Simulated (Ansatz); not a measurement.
Start from `BC(=C)C` and change one atom or group to get `B/C(C)=C/C`.

Ansatz, PBE0-D4/def2-TZVP geometries, multiplicity 1. 

```csv
property,`BC(=C)C`
size of the dipole moment (B3LYP/def2-TZVPP) / D,1.16
size of the dipole moment (PBE/def2-TZVPP) / D,1.26
LUMO energy (ωB97M-V/def2-TZVPP) / eV,0.06
LUMO energy (PBE0/def2-TZVPP) / eV,-1.94
HOMO energy (ωB97M-V/def2-TZVPP) / eV,-10.12
size of the dipole moment (ωB97M-V/def2-TZVPP) / D,1.11
```

Q: What does the change do to each property? (Estimate.)

A: Ansatz gave: 
```tsv
property	`B/C(C)=C/C`	shift
size of the dipole moment (B3LYP/def2-TZVPP) / D	2.05	0.89
size of the dipole moment (PBE/def2-TZVPP) / D	2.21	0.95
LUMO energy (ωB97M-V/def2-TZVPP) / eV	0.26	0.20
LUMO energy (PBE0/def2-TZVPP) / eV	-1.72	0.22
HOMO energy (ωB97M-V/def2-TZVPP) / eV	-9.68	0.44
size of the dipole moment (ωB97M-V/def2-TZVPP) / D	1.96	0.85
```

With PBE0 the HOMO rises by 0.42 eV and the LUMO rises by 0.22 eV, so the gap narrows by about 0.20 eV. PBE moves the HOMO by 0.40 eV and ωB97M-V by 0.44 eV. Dipoles are sizes alone; their direction can turn.

B3LYP here is the variant with VWN-RPA as its local correlation; programs differ in this.
